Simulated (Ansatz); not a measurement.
A nudged elastic band was laid between two geometries of CH7NSn (10 atoms, charge 0, multiplicity 1).

Method: Ansatz 0.2.0, RHF/def2-SVP.

| Item | Value |
| --- | --- |
| movable images | 5 |
| climbing image | yes |
| spring | 5.0 eV/Å² |
| optimiser | quadratic models (default) |
| start path | IDPP |
| force threshold | 0.03 eV/Å |
| iteration limit | 60 |
| end points | relaxed |

First end point:

```xyz
10
Properties=species:S:1:pos:R:3
N -0.712 0.233 -1.416
C -0.341 0.742 -0.105
Sn 0.898 -0.719 0.927
H -1.336 -0.550 -1.346
H -1.182 0.933 -1.963
H 0.275 1.633 -0.232
H -1.188 1.034 0.528
H 0.132 -2.252 0.849
H 1.100 -0.286 2.576
H 2.435 -0.822 0.184
```

Last end point:

```xyz
10
Properties=species:S:1:pos:R:3
N -0.915 0.498 -1.388
C -0.524 0.760 -0.013
Sn 0.851 -0.687 0.896
H -1.388 -0.382 -1.485
H -0.127 0.486 -2.009
H -0.066 1.747 0.044
H -1.420 0.813 0.607
H 0.118 -2.240 0.901
H 1.275 -0.265 2.503
H 2.279 -0.781 -0.053
```

(1) Which bonds break or form, and what moves?

(2) What energy profile does the band end with?

(3) What is the geometry of the highest image?

(4) What are the harmonic wavenumbers there?

## Answers

(1) No bond is made or broken. The height of N1 over the plane of its neighbours goes from 0.36 to -0.35 Å.

(2) The run converged. The highest image is number 3 of 0 to 6, 0.235 eV above the first end and 0.177 eV above the last; the last end lies 0.058 eV above the first. A vibrational analysis at the climbing image gives one clearly imaginary mode, 705i cm⁻¹: a first-order saddle point.

| image | path coordinate (Å) | energy (eV) | height of N1 over the plane of its neighbours (Å) |
| --- | --- | --- | --- |
| 0 | 0.00 | 0.000 | 0.36 |
| 1 | 0.27 | 0.008 | 0.36 |
| 2 | 0.54 | 0.083 | 0.25 |
| 3 | 0.80 | 0.235 | -0.03 |
| 4 | 1.14 | 0.106 | -0.31 |
| 5 | 1.48 | 0.067 | -0.35 |
| 6 | 1.81 | 0.058 | -0.35 |

(3) 
```xyz
10
Properties=species:S:1:pos:R:3:forces:R:3
N -0.917 0.314 -1.301 0.00 0.00 0.02
C -0.456 0.743 -0.012 0.01 0.00 0.00
Sn 0.905 -0.702 0.904 -0.01 0.00 0.00
H -1.333 -0.580 -1.432 0.00 0.00 -0.02
H -0.759 0.869 -2.111 -0.01 -0.01 -0.01
H 0.107 1.670 -0.127 0.00 0.00 0.00
H -1.272 0.972 0.683 0.00 0.00 0.00
H 0.173 -2.255 0.855 0.00 0.00 0.00
H 1.270 -0.314 2.536 0.00 0.00 0.00
H 2.365 -0.767 0.008 0.00 0.00 0.00
```

(4) 705i, 107, 168, 203, 423, 452, 595, 765, 787, 799, 802, 1082, 1189, 1360, 1406, 1583, 1744, 1980, 1985, 2006, 3152, 3247, 3856, 3988 cm⁻¹.

The run took 110 s on 1 thread of Arm Neoverse V1, on a shared host, peak memory 0.17 GiB.
